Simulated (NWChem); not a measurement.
Program: NWChem. System: HBF2Se, charge 0, spin multiplicity 1, at a geometry optimised with PBE0/def2-SVP. The structure started from a generated list of species. Level: PBE0/def2-TZVP.

Part of the output:

```
             Northwest Computational Chemistry Package (NWChem) 7.3.0
             --------------------------------------------------------

                                NWChem Input Module
                                -------------------

 Scaling coordinates for geometry "geometry" by  1.889725989
 (inverse scale =  0.529177249)

 Turning off AUTOSYM since
 SYMMETRY directive was detected!

                             Geometry "geometry" -> ""
                             -------------------------

 Output coordinates in angstroms (scale by  1.889725989 to convert to a.u.)

  No.       Tag          Charge          X              Y              Z
 ---- ---------------- ---------- -------------- -------------- --------------
    1 B                    5.0000    -0.18978100     0.94408500     0.00000000
    2 F                    9.0000    -1.43543200     1.37219100     0.00000000
    3 F                    9.0000     0.77955500     1.83638000     0.00000000
    4 Se                  34.0000     0.15409900    -0.96500900     0.00000000
    5 H                    1.0000     1.61242400    -0.78724300     0.00000000

 Effective nuclear repulsion energy (a.u.)     231.4829007808

            Nuclear Dipole moment (a.u.)
            ----------------------------
        X                 Y               Z
 ---------------- ---------------- ----------------
    -0.0000151178     0.0000283459     0.0000000000

      Symmetry information
      --------------------

 Group name             Cs
 Group number              2
 Group order               2
 No. of unique centers     5

      Symmetry unique atoms

     1    2    3    4    5


 Summary of "ao basis" -> "" (spherical)
 ------------------------------------------------------------------------------
       Tag                 Description            Shells   Functions and Types
 ---------------- ------------------------------  ------  ---------------------
 *                         def2-tzvp                  on all atoms

                                 NWChem DFT Module
                                 -----------------

 Summary of "ao basis" -> "ao basis" (spherical)
 ------------------------------------------------------------------------------
       Tag                 Description            Shells   Functions and Types
 ---------------- ------------------------------  ------  ---------------------
 B                         def2-tzvp                11       31   5s3p2d1f
[...]
 Vector   28  Occ=2.000000D+00  E=-3.593577D-01  Symmetry=a'
              MO Center=  1.1D-01, -5.9D-01,  5.2D-15, r^2= 2.6D+00
   Bfn.  Coefficient  Atom+Function         Bfn.  Coefficient  Atom+Function
  ----- ------------  ---------------      ----- ------------  ---------------
   110      0.388318  4 Se py               104     -0.262443  4 Se py
   107      0.227384  4 Se py                99     -0.214009  4 Se s
    98     -0.205527  4 Se s                113      0.198242  4 Se py
    69      0.173008  3 F  py                 7     -0.161871  1 B  py
    72      0.140762  3 F  py               109      0.127237  4 Se px

 Vector   29  Occ=2.000000D+00  E=-2.891968D-01  Symmetry=a"
              MO Center=  1.5D-01, -7.4D-01,  9.9D-16, r^2= 2.0D+00
   Bfn.  Coefficient  Atom+Function         Bfn.  Coefficient  Atom+Function
  ----- ------------  ---------------      ----- ------------  ---------------
   111      0.489698  4 Se pz               105     -0.315134  4 Se pz
   114      0.316495  4 Se pz               108      0.276344  4 Se pz
   102      0.096058  4 Se pz                11      0.086905  1 B  pz
     8      0.083737  1 B  pz                39     -0.074759  2 F  pz
    70     -0.073188  3 F  pz                42     -0.061486  2 F  pz

 Vector   30  Occ=0.000000D+00  E=-4.123770D-03  Symmetry=a'
              MO Center=  5.6D-01, -7.8D-01, -2.7D-15, r^2= 3.9D+00
   Bfn.  Coefficient  Atom+Function         Bfn.  Coefficient  Atom+Function
  ----- ------------  ---------------      ----- ------------  ---------------
   144      1.204489  5 H  s                112     -0.789180  4 Se px
    99     -0.750334  4 Se s                  4     -0.539130  1 B  s
   109     -0.312386  4 Se px                 5      0.304366  1 B  s
   143      0.241858  5 H  s                103      0.183042  4 Se px
   106     -0.172380  4 Se px               142      0.126721  5 H  s

 Vector   31  Occ=0.000000D+00  E=-7.881194D-04  Symmetry=a"
              MO Center= -1.1D-01,  5.6D-01,  4.1D-14, r^2= 2.8D+00
   Bfn.  Coefficient  Atom+Function         Bfn.  Coefficient  Atom+Function
  ----- ------------  ---------------      ----- ------------  ---------------
    11      0.502534  1 B  pz                 8      0.406192  1 B  pz
    14      0.404859  1 B  pz               114     -0.336642  4 Se pz
    76     -0.199099  3 F  pz                45     -0.195876  2 F  pz
    39     -0.175082  2 F  pz                70     -0.174743  3 F  pz
   111     -0.163818  4 Se pz                42     -0.139333  2 F  pz

 Vector   32  Occ=0.000000D+00  E= 2.668248D-02  Symmetry=a'
              MO Center=  7.3D-02,  2.1D-01,  5.2D-15, r^2= 6.3D+00
   Bfn.  Coefficient  Atom+Function         Bfn.  Coefficient  Atom+Function
  ----- ------------  ---------------      ----- ------------  ---------------
     5      1.939448  1 B  s                 99     -0.916621  4 Se s
   113     -0.808170  4 Se py                 4     -0.697981  1 B  s
    10     -0.615047  1 B  py               112      0.359449  4 Se px
     3      0.243338  1 B  s                110     -0.224571  4 Se py
    36      0.196894  2 F  s                144     -0.191761  5 H  s

 center of mass
 --------------
 x =  -0.01119334 y =  -0.08206063 z =   0.00000000

 moments of inertia (a.u.)
 ------------------
         655.384873351535          90.148872770239           0.000000000000
          90.148872770239         198.469992038488           0.000000000000
           0.000000000000           0.000000000000         853.854865390024

     Multipole analysis of the density
     ---------------------------------

     L   x y z        total         alpha         beta         nuclear
     -   - - -        -----         -----         ----         -------
     0   0 0 0     -0.000000    -29.000000    -29.000000     58.000000

     1   1 0 0      0.322468      0.161241      0.161241     -0.000015
     1   0 1 0     -0.307800     -0.153914     -0.153914      0.000028
     1   0 0 1      0.000000      0.000000      0.000000      0.000000

     2   2 0 0    -24.928028    -61.746336    -61.746336     98.564645
     2   1 1 0     -0.616620     21.233066     21.233066    -43.082751
     2   1 0 1      0.000000      0.000000      0.000000      0.000000
     2   0 2 0    -26.689044   -163.392201   -163.392201    300.095359
     2   0 1 1     -0.000000     -0.000000     -0.000000      0.000000
     2   0 0 2    -25.441231    -12.720616    -12.720616      0.000000

 Task  times  cpu:       13.1s     wall:       13.1s

 Total times  cpu:       13.1s     wall:       13.1s
```

Task: Write an NWChem input that would produce this output.

Result: This is not unique; one that fits is 
```
start mol
memory heap 200 mb stack 800 mb global 1000 mb
geometry units angstroms nocenter noautoz
  B     -0.189781     0.944085     0.000000
  F     -1.435432     1.372191     0.000000
  F      0.779555     1.836380     0.000000
  Se     0.154099    -0.965009     0.000000
  H      1.612424    -0.787243     0.000000
  symmetry group Cs
end
basis spherical
  * library def2-tzvp
end
dft
  xc pbe0
  semidirect memsize 60000000 filesize 0
  iterations 100
end
task dft energy
```
